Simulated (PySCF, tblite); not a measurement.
C₆H₁₁OP.
Cartesian coordinates in Å at the GFN2-xTB level; atoms count from 1:
```
atom  x, y, z in Å
C1     3.6825   -0.3952   -0.5637
C2     2.5302   -0.6478   -0.3361
P3     0.8746   -1.0919    0.1180
O4     0.7959   -2.0575    1.2138
C5     0.0557    0.5261    0.4151
C6     0.0312    1.3616   -0.8554
C7    -1.3163    0.2716    1.0380
C8    -2.2201   -0.5732    0.1517
H9     4.6846   -0.1633   -0.7836
H10    0.3991   -1.5550   -1.1071
H11    0.6866    1.0260    1.1651
H12   -0.5263    0.8585   -1.6414
H13   -0.4334    2.3274   -0.6658
H14    1.0452    1.5292   -1.2135
H15   -1.1622   -0.2591    1.9810
H16   -1.7962    1.2280    1.2628
H17   -2.4427   -0.0723   -0.7877
H18   -3.1607   -0.7753    0.6594
H19   -1.7375   -1.5286   -0.0581
```

Computed with PBE0/pcSseg-1 in PySCF (dipole) on a GFN2-xTB geometry, gas phase.

Take the most abundant isotopes and a rigid rotor. The values belong to one conformer with, in the numbering `[CH:1]#[C:2][P@@H:3](=[O:4])[C@@H:5]([CH3:6])[CH2:7][CH3:8]`, C2–P3–C5–C6 62°, P3–C5–C7–C8 -60°.

(1) Give the principal moments of inertia and the rotational constants in MHz.

(2) Classify the top.

(3) What does the inertial defect say?

(4) Where do the levels up to J = 5 lie, in cm⁻¹?

(5) Which types of transition are allowed, and where do some lines up to J = 5 fall?

(6) Estimate the classical rotational partition function at 10 K, 25 K and 50 K.

Answers

(1) Ia = 181.10, Ib = 413.19, Ic = 531.81 u·Å²; 505379 MHz·u·Å²/I gives A = 2791, B = 1223, C = 950.3 MHz.

(2) An asymmetric top; Ray's κ = -0.703.

(3) Not planar: Δ = Ic − Ia − Ib = -62.48 u·Å². For a rigid frame Δ = −2 Σ m c², so Σ m c² = 31.24 u·Å² lies off the ab plane: 13.20 from hydrogen and 18.04 from heavier atoms. The atom farthest from that plane is 1.62 Å away.

(4) Above 0(0,0):
J = 1: 1(0,1) 0.0725, 1(1,1) 0.1248, 1(1,0) 0.1339
J = 2: 2(0,2) 0.2164, 2(1,2) 0.2607, 2(1,1) 0.2880, 2(2,1) 0.4448, 2(2,0) 0.4459
J = 3: 3(0,3) 0.4296, 3(1,3) 0.4639, 3(1,2) 0.5184, 3(2,2) 0.6623, 3(2,1) 0.6677, 3(3,1) 0.9471, 3(3,0) 0.9472
J = 4: 4(0,4) 0.7096, 4(1,4) 0.7337, 4(1,3) 0.8241, 4(2,3) 0.9515, 4(2,2) 0.9668, 4(3,2) 1.2391, 4(3,1) 1.2396, 4(4,1) 1.6352, 4(4,0) 1.6352
J = 5: 5(0,5) 1.0538, 5(1,5) 1.0695, 5(1,4) 1.2037, 5(2,4) 1.3115, 5(2,3) 1.3451, 5(3,3) 1.6045, 5(3,2) 1.6068, 5(4,2) 2.0001, 5(4,1) 2.0001, 5(5,1) 2.5093, 5(5,0) 2.5093

(5) The dipole components are |μa| = 0.18 D, |μb| = 3.97 D, |μc| = 0.66 D. Intensities carry the squares of the components, which stand as 0.00 : 1.00 : 0.03 (a : b : c). Some lines, for components of 0.1 D or more:

| type | branch | J(Ka,Kc) | MHz | lower level (cm⁻¹) |
| --- | --- | --- | --- | --- |
| c | Q | 5(1,5) ← 5(0,5) | 469 | 1.054 |
| c | Q | 2(1,2) ← 2(0,2) | 1327 | 0.216 |
| b | Q | 3(1,2) ← 3(0,3) | 2661 | 0.430 |
| a | Q | 4(1,3) ← 4(1,4) | 2711 | 0.734 |
| b | R | 5(2,3) ← 4(3,2) | 3179 | 1.239 |
| b | R | 1(1,1) ← 0(0,0) | 3741 | 0.000 |
| b | Q | 4(2,2) ← 4(1,3) | 4278 | 0.824 |
| a | R | 2(1,1) ← 1(1,0) | 4620 | 0.134 |
| b | R | 4(1,3) ← 3(2,2) | 4851 | 0.662 |
| b | R | 2(1,2) ← 1(0,1) | 5641 | 0.072 |
| c | R | 2(1,1) ← 1(0,1) | 6460 | 0.072 |
| b | R | 4(0,4) ← 3(1,3) | 7366 | 0.464 |
| b | R | 5(1,4) ← 4(2,3) | 7563 | 0.951 |
| c | Q | 5(3,3) ← 5(2,3) | 7777 | 1.345 |
| a | R | 4(3,2) ← 3(3,1) | 8752 | 0.947 |
| c | R | 3(1,2) ← 2(0,2) | 9053 | 0.216 |
| b | R | 4(1,4) ← 3(0,3) | 9116 | 0.430 |
| a | R | 5(4,1) ← 4(4,0) | 10941 | 1.635 |
| b | Q | 4(4,1) ← 4(3,2) | 11875 | 1.239 |
| c | R | 3(2,2) ← 2(1,2) | 12041 | 0.261 |
| c | R | 4(2,3) ← 3(1,3) | 14618 | 0.464 |
| b | Q | 5(5,0) ← 5(4,1) | 15266 | 2.000 |
| c | R | 4(3,2) ← 3(2,2) | 17291 | 0.662 |
| c | R | 5(2,4) ← 4(1,4) | 17323 | 0.734 |
| c | R | 5(3,2) ← 4(2,2) | 19184 | 0.967 |
| c | R | 4(4,1) ← 3(3,1) | 20627 | 0.947 |
| c | R | 5(4,1) ← 4(3,1) | 22798 | 1.240 |
| b | R | 5(5,1) ← 4(4,0) | 26207 | 1.635 |

(6) Point group C1, symmetry number σ = 1; q = (√π/σ)·√((kT/h)³/(ABC)), k/h = 20836.6 MHz/K: 2960 at 10 K, 11700 at 25 K, 33100 at 50 K.

Its GFN2-xTB frequencies are all real (lowest 59 cm⁻¹). Constants of a rigid frame at the computed geometry: no zero-point averaging, no centrifugal distortion. A rigid rotor knows nothing of internal rotation, which can split or shift real lines.
